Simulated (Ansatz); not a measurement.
Basis-set extrapolation for C3H5OSi, SMILES `C#C[SiH]OC` radical (PBE0-D4/def2-TZVP geometry, frozen core, the Gaussian-basis code of Ansatz). Multiplicity 2, UHF reference.

```
                      def2-TZVPP   def2-QZVPP
                 HF  -480.339992  -480.357991
    MP2 correlation    -0.799954    -0.857205
CCSD(T) correlation    -0.874698      not run
```

Energies in hartree. Use E(X) = E(∞) + A·exp(−7.88·√X) for Hartree–Fock and E(X) = E(∞) + B·X^(−2.97) for correlation, with X = 3 and 4, and add CCSD(T) minus MP2 of the smaller set to the MP2 limit.

**Question.** What is the CCSD(T) energy at the basis-set limit?

**Answer.** HF limit: -480.357991 + (-0.017999) × 0.13774 = -480.36047. MP2 limit: -0.857205 + (-0.057251) × 0.74074 = -0.89961. Higher-order term: -0.874698 − (-0.799954) = -0.07474. Total: -481.33482 hartree, 3.27 eV below CCSD(T)/def2-TZVPP.
